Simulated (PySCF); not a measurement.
Se(OH)(OSiH3) (H4O2SeSi), SMILES O[Se]O[SiH3]. Atoms are numbered in the order given.

```xyz
8

Se    -0.1688     0.7442     0.5849
O     -1.8860     0.1615     0.4876
H     -2.1397     0.2231    -0.4569
O      0.7706    -0.8004     0.2458
Si     0.9775    -1.1775    -1.4044
H     -0.3549    -1.2211    -2.1081
H      1.6132    -2.5362    -1.4334
H      1.8591    -0.1723    -2.0933
```

The structure is a stationary point at PBE-D3(BJ)/def2-SVP. This is a generated structure with no PubChem entry under its InChIKey; it may be hypothetical. The values are those of a single conformer.

Two levels are set side by side: PBE/pcSseg-1 (PySCF) and B3LYP/pcSseg-1 (PySCF). GIAO shifts against H2O (¹⁷O), Me2Se (⁷⁷Se), TMS (²⁹Si), TMS (¹H) at the same level; non-relativistic, no solvent, atoms listed together averaged. Differences are taken from unrounded values.

| quantity | B3LYP |
|---|---|
| δ(⁷⁷Se) of Se1 (ppm) | 2434.3 |
| δ(¹⁷O) of O2 (ppm) | 122.5 |
| δ(¹H) of H3 (ppm) | 6.85 |
| δ(¹⁷O) of O4 (ppm) | 89.0 |
| δ(²⁹Si) of Si5 (ppm) | -26.9 |

Problem. What does PBE give, and how far is it from B3LYP? (The exact figures need the calculation; the answer reports its results.)

Solution. 
```
quantity                 PBE  PBE minus B3LYP
--------------------  ------  ---------------
δ(⁷⁷Se) of Se1 (ppm)  2459.1             24.8
δ(¹⁷O) of O2 (ppm)     138.7             16.2
δ(¹H) of H3 (ppm)       7.11             0.26
δ(¹⁷O) of O4 (ppm)     107.3             18.3
δ(²⁹Si) of Si5 (ppm)   -23.1              3.8
```

Rough cost on one machine, each run with all the roots and properties that it gave: B3LYP against PBE within a factor of 2.
